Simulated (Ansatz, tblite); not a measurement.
Sin: gap (eV) at several levels, gas phase, relaxed structures; Ansatz, xTB through tblite. Clusters are the lowest isomers that short searches found in that spin, judged at the geometry's level. Singlets are spin-restricted. The structures are stationary points that may keep the symmetry of their start. Remarks come from the PBE and PBE0 runs and from stability tests at other levels; not every state was tested.

```
species    state             geometry  GFN2-xTB  PBE-D4/def2-TZVP  revPBE-D4/def2-TZVP  r2SCAN-D4/def2-TZVPD  LC-ωPBE/def2-TZVP                remarks
    Si3  singlet     PBE-D4/def2-TZVP      0.79              1.10                 1.12                  1.27               6.94  triplet lower at PBE0
    Si4  singlet  r2SCAN-D4/def2-TZVP      0.76              1.09                 1.11                  1.26               6.87                      –
    Si7  singlet   r2SCAN-D4/def2-SVP      0.55              2.11                 2.12                  2.29               7.33                      –
```

Estimate the column for GFN1-xTB.

Si3 0.97; Si4 0.45; Si7 1.21.

Over the 3 species that have every level, the mean is 0.88 at GFN1-xTB, 0.70 at GFN2-xTB, 1.43 at PBE-D4/def2-TZVP, 1.45 at revPBE-D4/def2-TZVP, 1.60 at r2SCAN-D4/def2-TZVPD, 7.05 at LC-ωPBE/def2-TZVP. Orbital gaps grow with the share of exact exchange and aren't one observable across functionals.
